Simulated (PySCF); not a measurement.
C₆H₉NS.
Cartesian coordinates in Å at the GFN2-xTB level; atoms count from 1:
```
atom  x, y, z in Å
C1    -1.626    0.186    1.125
C2    -0.817    0.185   -0.173
C3    -1.015   -1.128   -0.932
C4     0.636    0.367    0.142
C5     1.430    1.391   -0.275
S6     3.035    1.207    0.319
C7     2.507   -0.256    1.094
N8     1.277   -0.551    0.917
H9    -2.682    0.041    0.911
H10   -1.282   -0.617    1.771
H11   -1.504    1.131    1.651
H12   -1.141    1.021   -0.803
H13   -0.460   -1.117   -1.867
H14   -0.659   -1.957   -0.327
H15   -2.069   -1.278   -1.154
H16    1.171    2.231   -0.887
H17    3.191   -0.844    1.672
```

Computed, not measured: TDDFT PBE0/def2-SVPD, vertical, gas phase, core orbitals frozen in the response (PySCF).

Frontier orbitals with the atoms that hold most of them (Löwdin shares over 4%, at most four atoms; ? is withheld):

```csv
orbital,ε (eV),atoms
HOMO-3,-9.46,"C2 21%, S6 15%, C3 13%, C1 13%"
HOMO-2,-8.23,"S6 38%, N8 26%, C5 16%, C7 12%"
HOMO-1,-7.92,?
HOMO,-7.04,?
LUMO,?,"C7 26%, S6 24%, C5 17%, N8 16%"
LUMO+1,0.24,"S6 69%, C5 9%, C7 8%"
LUMO+2,0.80,"S6 26%, C1 8%, C3 8%, C5 8%"
```

Task: Which atoms hold the HOMO, and with what shares?

Result: C5 (bonded to C, S and H) 25%; C4 (bonded to 2 C and N) 23%; C7 (bonded to N, S and H) 17%; S6 (bonded to 2 C) 16%. By element: carbon 65% or more, sulfur 16%.

Task: Which atoms hold the HOMO-1, and with what shares?

Result: N8 (bonded to 2 C) 58%; S6 (bonded to 2 C) 14%; C7 (bonded to N, S and H) 9%; C4 (bonded to 2 C and N) 7%. By element: nitrogen 58%, carbon 16% or more, sulfur 14%.

Task: What is the LUMO energy, and the HOMO–LUMO gap?

Result: ε(LUMO) = -0.73 eV; the gap is 6.31 eV (0.2319 hartree).

Task: The HOMO–LUMO gap is 6.31 eV. Where does the response calculation put the lowest singlet, and from which orbitals?

Result: S1 is at 5.44 eV (f = 0.0002), 0.87 eV below the gap, made of HOMO-1→LUMO (99%). Its leading pair isn't HOMO and LUMO; the energies of that pair differ by 7.19 eV. Without the coupling terms of the response equations the lowest excitation would equal the gap.

Task: Give energy, strength and leading configuration of S1, S2, S3, S4 and S6, and follow the Löwdin shares of the leading atoms from the occupied to the empty orbital.

Result: 
- S1 (5.44 eV, f 0.0002), HOMO-1→LUMO (99%): N8 58% → 16%, S6 14% → 24%, C7 9% → 26%
- S2 (5.56 eV, f 0.072), HOMO→LUMO (92%): C5 25% → 17%, C4 23% → at most 17%, C7 17% → 26%, S6 16% → 24%
- S3 (5.88 eV, f 0.0017), HOMO→LUMO+1 (96%): C5 25% → 9%, C4 23% → at most 4%, S6 16% → 69%
- S4 (6.48 eV, f 0.035), HOMO-2→LUMO (77%): S6 38% → 24%, N8 26% → 16%, C7 12% → 26%
- S6 (6.91 eV, f 0.0017), HOMO-2→LUMO+1 (93%): S6 38% → 69%, N8 26% → at most 4%, C5 16% → 9%

One conformer stands for the species.
